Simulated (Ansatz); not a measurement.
Ansatz (a quantum-chemistry and plane-wave program) input (B3LYP-D3(BJ)/def2-TZVP):

Ansatz 0.2 input:
```yaml
crystal:
  periodic: [false, false, false]
  atoms:
    - {symbol: Al, position_ang: [-0.00000000, -0.00000000, -1.22411171]}
    - {symbol: Cl, position_ang: [0.00000000, 0.00000000, 0.93608542]}
basis:
  gaussian:
    orbitals: def2-TZVP
hamiltonian:
  xc: b3lyp
  dispersion: d3bj
phonons: {temperatures: {t_min: 298.15, t_max: 298.15, t_step: 100}}
```

Output:

```
Functional definition: B3LYP
integrals: 0.01 GiB planned
522 factors; their error is unknown
mean field: 0.16 GiB planned
mean field evaluation 1: about -19121.7012 eV, gradient 1.7e1 eV
mean field evaluation 2: about -19120.8438 eV, gradient 2.6e1 eV
mean field evaluation 4: about -19122.5335 eV, gradient 7.3e-1 eV
mean field evaluation 8: about -19122.5756 eV, gradient 2.7e-3 eV
mean field -19122.57561933 eV, -702.7416922632 hartree, gradient 2.8e-5 eV, S^2 0.000000; 0 other end points of the search recorded, 0 dependent functions left out
the calculation of the forces begins
reference -19122.57579638 eV, -702.7416987697 hartree; 15, 15 occupied and 59, 59 virtual orbitals, 522 factors
these checks for a lower state are left out or cut short: stability, starts, cluster_reference, orbital_swaps, neighbouring_geometries, increment
integrals: 0.01 GiB planned
522 factors; their error is unknown
mean field: 0.16 GiB planned
mean field evaluation 16: about -19122.5756 eV, gradient 1.3e-5 eV
mean field -19122.57561934 eV, -702.7416922633 hartree, gradient 9.4e-7 eV, S^2 0.000000; 0 other end points of the search recorded, 0 dependent functions left out
the calculation of the forces begins
reference -19122.57579639 eV, -702.7416987698 hartree; 15, 15 occupied and 59, 59 virtual orbitals, 522 factors
these checks for a lower state are left out or cut short: stability, starts, cluster_reference, orbital_swaps, neighbouring_geometries, increment
integrals: 0.01 GiB planned
522 factors; their error is unknown
mean field: 0.16 GiB planned
mean field -19122.57561934 eV, -702.7416922633 hartree, gradient 9.4e-7 eV, S^2 0.000000; 0 other end points of the search recorded, 0 dependent functions left out
the calculation of the forces begins
reference -19122.57579639 eV, -702.7416987698 hartree; 15, 15 occupied and 59, 59 virtual orbitals, 522 factors
these checks for a lower state are left out or cut short: stability, starts, cluster_reference, orbital_swaps, neighbouring_geometries, increment
integrals: 0.01 GiB planned
522 factors; their error is unknown
mean field: 0.16 GiB planned
mean field evaluation 32: about -19122.5756 eV, gradient 1.6e-6 eV
mean field -19122.57561934 eV, -702.7416922633 hartree, gradient 9.4e-7 eV, S^2 0.000000; 0 other end points of the search recorded, 0 dependent functions left out
the calculation of the forces begins
reference -19122.57579639 eV, -702.7416987698 hartree; 15, 15 occupied and 59, 59 virtual orbitals, 522 factors
these checks for a lower state are left out or cut short: stability, starts, cluster_reference, orbital_swaps, neighbouring_geometries, increment
integrals: 0.01 GiB planned
522 factors; their error is unknown
mean field: 0.16 GiB planned
mean field -19122.57561934 eV, -702.7416922633 hartree, gradient 9.4e-7 eV, S^2 0.000000; 0 other end points of the search recorded, 0 dependent functions left out
the calculation of the forces begins
reference -19122.57579639 eV, -702.7416987698 hartree; 15, 15 occupied and 59, 59 virtual orbitals, 522 factors
these checks for a lower state are left out or cut short: stability, starts, cluster_reference, orbital_swaps, neighbouring_geometries, increment
integrals: 0.01 GiB planned
522 factors; their error is unknown
mean field: 0.16 GiB planned
mean field -19122.57557569 eV, -702.7416906595 hartree, gradient 2.6e-6 eV, S^2 0.000000; 0 other end points of the search recorded, 0 dependent functions left out
the calculation of the forces begins
reference -19122.57575269 eV, -702.7416971639 hartree; 15, 15 occupied and 59, 59 virtual orbitals, 522 factors
these checks for a lower state are left out or cut short: stability, starts, cluster_reference, orbital_swaps, neighbouring_geometries, increment
integrals: 0.01 GiB planned
522 factors; their error is unknown
mean field: 0.16 GiB planned
mean field -19122.57558892 eV, -702.7416911456 hartree, gradient 2.5e-6 eV, S^2 0.000000; 0 other end points of the search recorded, 0 dependent functions left out
the calculation of the forces begins
reference -19122.57576603 eV, -702.7416976542 hartree; 15, 15 occupied and 59, 59 virtual orbitals, 522 factors
these checks for a lower state are left out or cut short: stability, starts, cluster_reference, orbital_swaps, neighbouring_geometries, increment
integrals: 0.01 GiB planned
522 factors; their error is unknown
mean field: 0.16 GiB planned
mean field -19122.57561934 eV, -702.7416922633 hartree, gradient 9.4e-7 eV, S^2 0.000000; 0 other end points of the search recorded, 0 dependent functions left out
the calculation of the forces begins
reference -19122.57579639 eV, -702.7416987698 hartree; 15, 15 occupied and 59, 59 virtual orbitals, 522 factors
these checks for a lower state are left out or cut short: stability, starts, cluster_reference, orbital_swaps, neighbouring_geometries, increment
integrals: 0.01 GiB planned
522 factors; their error is unknown
mean field: 0.16 GiB planned
mean field evaluation 64: about -19122.5756 eV, gradient 4.8e-2 eV
mean field -19122.57561934 eV, -702.7416922633 hartree, gradient 9.4e-7 eV, S^2 0.000000; 0 other end points of the search recorded, 0 dependent functions left out
the calculation of the forces begins
reference -19122.57579639 eV, -702.7416987698 hartree; 15, 15 occupied and 59, 59 virtual orbitals, 522 factors
these checks for a lower state are left out or cut short: stability, starts, cluster_reference, orbital_swaps, neighbouring_geometries, increment
integrals: 0.01 GiB planned
522 factors; their error is unknown
mean field: 0.16 GiB planned
mean field -19122.57561934 eV, -702.7416922633 hartree, gradient 9.4e-7 eV, S^2 0.000000; 0 other end points of the search recorded, 0 dependent functions left out
the calculation of the forces begins
reference -19122.57579639 eV, -702.7416987698 hartree; 15, 15 occupied and 59, 59 virtual orbitals, 522 factors
these checks for a lower state are left out or cut short: stability, starts, cluster_reference, orbital_swaps, neighbouring_geometries, increment
integrals: 0.01 GiB planned
522 factors; their error is unknown
mean field: 0.16 GiB planned
mean field -19122.57561934 eV, -702.7416922633 hartree, gradient 9.4e-7 eV, S^2 0.000000; 0 other end points of the search recorded, 0 dependent functions left out
the calculation of the forces begins
reference -19122.57579639 eV, -702.7416987698 hartree; 15, 15 occupied and 59, 59 virtual orbitals, 522 factors
these checks for a lower state are left out or cut short: stability, starts, cluster_reference, orbital_swaps, neighbouring_geometries, increment
integrals: 0.01 GiB planned
522 factors; their error is unknown
mean field: 0.16 GiB planned
mean field -19122.57558892 eV, -702.7416911456 hartree, gradient 2.5e-6 eV, S^2 0.000000; 0 other end points of the search recorded, 0 dependent functions left out
the calculation of the forces begins
reference -19122.57576603 eV, -702.7416976542 hartree; 15, 15 occupied and 59, 59 virtual orbitals, 522 factors
these checks for a lower state are left out or cut short: stability, starts, cluster_reference, orbital_swaps, neighbouring_geometries, increment
integrals: 0.01 GiB planned
522 factors; their error is unknown
mean field: 0.16 GiB planned
mean field evaluation 96: about -19122.5756 eV, gradient 2.6e-6 eV
mean field -19122.57557569 eV, -702.7416906595 hartree, gradient 2.6e-6 eV, S^2 0.000000; 0 other end points of the search recorded, 0 dependent functions left out
the calculation of the forces begins
reference -19122.57575269 eV, -702.7416971639 hartree; 15, 15 occupied and 59, 59 virtual orbitals, 522 factors
Total energy: -19122.65572076 eV, -702.7446359363 hartree
Atom 0 at    -0.000000    -0.000000    -1.224112 Å, force     0.000000    -0.000000     0.000140 eV/Å
Atom 1 at     0.000000     0.000000     0.936085 Å, force     0.000000     0.000000    -0.000140 eV/Å
Dipole moment:     0.000000    -0.000000    -0.350522 e Å
Vibrations: 458.74 cm⁻¹, zero-point energy 0.028438 eV
```
